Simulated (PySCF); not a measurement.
## Electron correlation in Ti⁺ (titanium, charge +1)

[Ar] 3d3, high-spin 4F determinant (an excited configuration). All numbers are calculated (PySCF 2.14, the spin-free X2C one-electron Hamiltonian (Gaussian nucleus), in x2c-TZVPPall (6s5p4d2f1g, 64 functions)). Frozen: [Ar]; 3 electrons correlated.

| level | correlation energy (mhartree) |
| --- | --- |
| CCSD | -25.00 |
| (T) | -0.26 |
| CCSD(T) | -25.26 |

Diagnostics: T1 = 0.0098, D1 = 0.0138, largest double amplitude 0.032.

Cost of the coupled-cluster step: roughly 0.8 core-seconds, for 3 correlated electrons.
